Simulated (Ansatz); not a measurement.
Geometry optimisation, Ansatz, UKS PBE0-D4/def2-SVP.

Input:

```yaml
crystal:
  periodic: [false, false, false]
  atoms:
    - { symbol: B, position_ang: [0.0, 7.3e-05, -0.096455] }
    - { symbol: Cl, position_ang: [0.0, 0.000474, 1.718767] }
    - { symbol: Cl, position_ang: [1.512776, -0.00015, -0.940406] }
    - { symbol: Cl, position_ang: [-1.512776, -0.00015, -0.940406] }
    - { symbol: F, position_ang: [0.0, -0.000246, 4.418499] }
magnetization:
  spin_polarized: true
  initial_magnetization: 1
basis:
  gaussian: { orbitals: def2-SVP }
hamiltonian:
  xc: pbe0
  dispersion: d4
relax:
  f_tol: 0.03
  max_steps: 50
```

Command:

```bash
$ ansatz run input.yaml --threads 2 --pin off --max-ram 3072MiB --backend cpu --events-out ev --progress --plain --runs-dir out
```

Where does it end, and by what steps?

The run converged. The force dipped under the threshold on the way, but the program's further checks kept it going. After 46 steps the energy has fallen by 2.114 eV; F5 moved furthest, 2.70 Å. Parted: B1–Cl2 (1.82 → 3.12 Å). Joined: B1–F5 (4.51 → 1.31 Å).

| step | energy less start (eV) | largest force component (eV/Å) | accepted |
| --- | --- | --- | --- |
| 0 | 0.0000 | 1.333 | yes |
| 2 | 0.0071 | 0.892 | no |
| 4 | -0.0488 | 0.015 | yes |
| 6 | -0.0491 | 0.021 | yes |
| 8 | -0.0492 | 0.008 | yes |
| 10 | -0.0494 | 0.159 | no |
| 12 | -0.0508 | 0.115 | yes |
| 14 | -0.0443 | 0.656 | no |
| 16 | -0.0708 | 0.324 | yes |
| 18 | -0.1129 | 0.621 | yes |
| 20 | -0.1749 | 0.661 | yes |
| 22 | -0.2647 | 0.176 | yes |
| 24 | -0.2855 | 0.144 | yes |
| 26 | -0.3271 | 0.172 | yes |
| 28 | -0.3924 | 0.460 | yes |
| 30 | -0.7593 | 1.481 | yes |
| 32 | -1.3850 | 3.583 | yes |
| 34 | -1.7525 | 0.941 | yes |
| 36 | -2.0273 | 0.526 | yes |
| 38 | -2.0952 | 0.176 | yes |
| 40 | -2.1030 | 0.200 | yes |
| 42 | -2.1066 | 0.060 | yes |
| 44 | -2.1104 | 0.075 | yes |
| 46 | -2.1140 | 0.011 | yes |

```xyz
5
Properties=species:S:1:pos:R:3
B 0.000 0.602 0.711
Cl 0.000 -2.352 1.721
Cl 1.521 0.343 -0.105
Cl -1.521 0.343 -0.105
F 0.000 1.063 1.938
```

Whether the end is a true minimum wasn't checked by a vibrational analysis.

Time of the run: 5.8 min on 2 threads of Arm Neoverse V2, with other jobs on the host, peak memory 0.35 GiB.
